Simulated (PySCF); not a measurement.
Predicted microwave data (PySCF 2.14.0, PBE0-D3(BJ)/def2-SVP geometry optimisation, gas phase) for one isomer of C6H9AlN2:

| Quantity | Value |
| --- | --- |
| Rotational constants | A = 2218, B = 930.4, C = 661.9 MHz |
| Dipole components | \|μa\| = 4.05 D, \|μb\| = 4.97 D, \|μc\| = 0.02 D |
| Inertial defect | -7.50 u·Å² |
| κ | -0.65 |

Task: Which candidate fits, each taken in the one conformer that was computed?
A. `[CH2:1]=[N:2][c:3]1[cH:4][cH:5][cH:6][n+:7]([AlH3-:8])[cH:9]1` with C1–N2–C3–C4 -46°
B. `[H]/[N:1]=[CH:2]\[c:3]1[cH:4][cH:5][cH:6][n+:7]([AlH3-:8])[cH:9]1` with N1–C2–C3–C4 -179°

Result: B. It is [H]/N=C\c1ccc[n+]([AlH3-])c1, an asymmetric top. The candidates at the same level (rigid rotor, commonest isotopes):

```
                      SMILES  A (MHz)  B (MHz)  C (MHz)  μa (D)  μb (D)  μc (D)  Δ (u·Å²)  point group           rotor
     C=Nc1ccc[n+]([AlH3-])c1     2886    831.3    661.6    7.67    3.57    0.82    -19.17           C1  asymmetric top
[H]/N=C\c1ccc[n+]([AlH3-])c1     2218    930.4    661.9    4.05    4.97    0.02     -7.50      near Cs  asymmetric top
```

`C=Nc1ccc[n+]([AlH3-])c1` has A 30 % too high. No structure here is proved a minimum.
